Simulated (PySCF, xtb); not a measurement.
Si(CF3)(Cl)(H)2 (CH2ClF3Si), SMILES FC(F)(F)[SiH2]Cl.

xtb with GFN2-xTB at its own geometry gives an orbital gap of 5.61 eV and a dipole moment of 3.75 D.

Geometry: PBE0-D3(BJ)/def2-SVP.

**Question.** What does PBE/def2-TZVP run with PySCF give? (Estimate from the structure and the level; the computed values follow.)

**Answer.** gap 6.51 eV (levels -7.84 and -1.33 eV), dipole 1.57 D.
